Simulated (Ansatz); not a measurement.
System: C2HF4, charge -1, multiplicity 1. It need not be the lowest isomer of its formula. Whether it binds its extra electron was not tested at this geometry. SMILES: FC(F)([CH-]F)F
Structure (B3LYP-D3(BJ)/def2-TZVP (Ansatz, a program for electronic structure) minimum search):
```
C
F 1 1.3705
F 1 1.3758 2 106.54
F 1 1.4401 2 102.45 3 105.10
C 1 1.4485 2 111.01 4 128.94
H 5 1.0967 1 107.51 2 -60.26
F 5 1.4568 6 105.65 1 114.05
```
Charge -1, spin multiplicity 1.

Parts of the frozen-core correlation energy in STO-3G (Ansatz, hartree). Frozen orbitals: 6; correlated occupied orbitals by spin: 19 and 19; virtual: 6 and 6. Spin-orbit coupling is left out. No relativistic terms.

| term | value |
|---|---|
| reference (HF) | -467.32794 |
| MP2 opposite-spin | -0.12184 |
| MP2 same-spin | -0.01935 |
| CCSD correlation | -0.18146 |
| (T) | -0.00489 |
| T1 diagnostic | 0.009 |
| largest doubles amplitude | 0.039 |
